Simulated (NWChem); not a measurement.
# CH$_{8}$O$_{2}$Si$_{3}$; SMILES O[Si@@]1([SiH3])[SiH2]CO1

```xyz
14

O      1.9362    -0.7605     0.4793
Si     0.3949    -0.2714     0.0694
Si    -0.8165    -2.2830    -0.0235
O      0.3480     0.6369    -1.3605
C     -0.2932     1.9111    -1.0453
Si    -0.5301     1.7356     0.8743
H      2.6170    -0.0707     0.4902
H     -0.7748    -2.9739     1.2956
H     -0.2791    -3.2001    -1.0661
H     -2.2411    -1.9839    -0.3433
H     -1.2307     1.9942    -1.6069
H      0.3646     2.7272    -1.3653
H      0.2941     2.6802     1.6835
H     -1.9402     1.8126     1.3510
```
Atoms are numbered in this order, from 1.

Computed with NWChem. Pople sets run with spherical d functions. The geometry was optimised at B3LYP/6-31G* (spherical d).

Question: Taking PBE/6-311++G** as the yardstick, which of these has the fewest basis functions while keeping “highest occupied level (eV)” within 0.1 eV of it: PBE/STO-3G; PBE/6-311G**; PBE/3-21G; PBE/6-31+G*; PBE/6-31G*?

Answer: PBE/6-31+G*.
```csv
level,basis functions,highest occupied level (eV)
PBE/STO-3G,50,-1.69
PBE/3-21G,82,-5.83
PBE/6-31G*,112,-5.85
PBE/6-31+G*,136,-6.06
PBE/6-311G**,180,-6.03
PBE/6-311++G**,212,-6.11
```

The yardstick is one finite set, not the basis-set limit.
